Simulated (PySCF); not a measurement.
C₆ coefficients of unlike pairs at PBEsol

Calculated with PySCF 2.14 from the dipole response of each species, C₆(A,B) = (3/π) ∫ α_A(iu) α_B(iu) du, in atomic units, from isotropic polarisabilities. For ions this is the dispersion term alone; charge-induced terms of lower order in 1/R come first.

| species | configuration | basis | relativity | α (bohr³) | C₆ (like pair) |
| --- | --- | --- | --- | --- | --- |
| Li | [He] 2s1 (2S) | def2-TZVPPD (5s4p1d) | none | 143.1 | 1153 |
| K | [Ar] 4s1 (2S) | aug-cc-pVDZ-X2C (6s5p3d) | spin-free X2C | 311.5 | 4340 |
| Zn+ | [Ar] 3d10 4s1 (2S) | dyall-av2z (16s12p7d2f) | none | 17.62 | 72.65 |
| Mo(2+) | [Kr] 4d4 (5D) | aug-cc-pwCVDZ-PP with ECP28MDF (6s6p5d3f) | core potential | 10.64 | 57.10 |

(1) Estimate C₆ for K with Li.

No spin-orbit coupling is included.

The other pairs:

```
       pair     C₆
     Zn+, K  416.2
Mo(2+), Zn+  61.18
 Mo(2+), Li  153.9
    Zn+, Li  226.4
  Mo(2+), K  281.5
```

Answers

(1) The integral gives 2224. The combination rule 2 C_A C_B / (C_A α_B/α_A + C_B α_A/α_B) gives 2222 and the geometric mean 2237.
